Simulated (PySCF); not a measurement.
A calculated (UHF, PySCF 2.14, dyall-av2z, no relativity, point nucleus) atom or ion has these occupied shells.

```
shell  electrons  orbital energy (eV)  rms radius, mean of both spins (bohr)
 1s α          1              -2168.9                                  0.120
 1s β          1              -2168.5                                  0.120
 2s α          1              -197.12                                  0.562
 2s β          1              -196.75                                  0.562
 2p α          3              -139.91                                  0.540
 2p β          3              -139.21                                  0.540
 3s α          1              -14.482                                   2.18
 3s β          1               -9.570                                   2.18
 3p α          3               -2.855                                   3.08
 3p β          1               -0.547                                   3.08
```

Question: Name the element and its charge.

Answer: P⁻ (phosphorus, charge -1), in [Ne] 3s2 3p4, high-spin 3P determinant.
